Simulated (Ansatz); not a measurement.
`[SiH3][SiH]1O[SiH2][SiH2]1` and `O1[SiH2][SiH2][SiH2]1` differ in one atom or group.

Ansatz, PBE0-D4/def2-TZVP geometries, multiplicity 1. 

```json
{"property": "LUMO energy (ωB97M-V/def2-TZVPP) / eV", "`[SiH3][SiH]1O[SiH2][SiH2]1`": "0.58"}
{"property": "HOMO–LUMO gap (B3LYP/def2-TZVPP) / eV", "`[SiH3][SiH]1O[SiH2][SiH2]1`": "5.76"}
{"property": "size of the dipole moment (ωB97M-V/def2-TZVPP) / D", "`[SiH3][SiH]1O[SiH2][SiH2]1`": "1.01"}
{"property": "size of the dipole moment (PBE/def2-TZVPP) / D", "`[SiH3][SiH]1O[SiH2][SiH2]1`": "0.87"}
{"property": "HOMO energy (B3LYP/def2-TZVPP) / eV", "`[SiH3][SiH]1O[SiH2][SiH2]1`": "-7.00"}
{"property": "HOMO energy (ωB97M-V/def2-TZVPP) / eV", "`[SiH3][SiH]1O[SiH2][SiH2]1`": "-9.09"}
```

(1) What does the change do to each property? (Best estimate.)

Answers

(1) Computed: 
```json
{"property": "LUMO energy (ωB97M-V/def2-TZVPP) / eV", "`O1[SiH2][SiH2][SiH2]1`": "0.79", "shift": "0.21"}
{"property": "HOMO–LUMO gap (B3LYP/def2-TZVPP) / eV", "`O1[SiH2][SiH2][SiH2]1`": "6.16", "shift": "0.40"}
{"property": "size of the dipole moment (ωB97M-V/def2-TZVPP) / D", "`O1[SiH2][SiH2][SiH2]1`": "1.13", "shift": "0.12"}
{"property": "size of the dipole moment (PBE/def2-TZVPP) / D", "`O1[SiH2][SiH2][SiH2]1`": "0.97", "shift": "0.10"}
{"property": "HOMO energy (B3LYP/def2-TZVPP) / eV", "`O1[SiH2][SiH2][SiH2]1`": "-7.19", "shift": "-0.19"}
{"property": "HOMO energy (ωB97M-V/def2-TZVPP) / eV", "`O1[SiH2][SiH2][SiH2]1`": "-9.32", "shift": "-0.23"}
```

With PBE0 the HOMO falls by 0.19 eV and the LUMO rises by 0.23 eV, so the gap widens by about 0.42 eV. PBE moves the HOMO by -0.16 eV and ωB97M-V by -0.23 eV. Dipoles are sizes alone; their direction can turn.

B3LYP here is the variant with VWN-RPA as its local correlation; programs differ in this.
